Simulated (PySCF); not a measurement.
# Nb²⁺: excitation energy

Nb²⁺ [Kr] 4d3 (4F) → Nb²⁺ [Kr] 4d2 5p1 (high-spin determinant), as a difference of total energies. Computed with PySCF 2.14 in def2-QZVPPD with the def2 core potential (28 electrons), with scalar relativity through the core potential. Correlated levels: valence and next inner shell: nothing frozen outside the core potential. The calculations carry no spin-orbit coupling.

```csv
method,excitation energy (eV)
UHF,8.061
MP2 (valence and next inner shell),8.289
SCS-MP2 (valence and next inner shell),8.236
CCSD (valence and next inner shell),8.237
CCSD(T) (valence and next inner shell),8.220
```

How much does correlation contribute at CCSD(T) (valence and next inner shell)?

8.220 − (8.061) = 0.159 eV, measured against UHF.

The determinant of the upper state mixes LS terms, which raises its energy above the lowest term, most at the Hartree-Fock and MP2 levels.
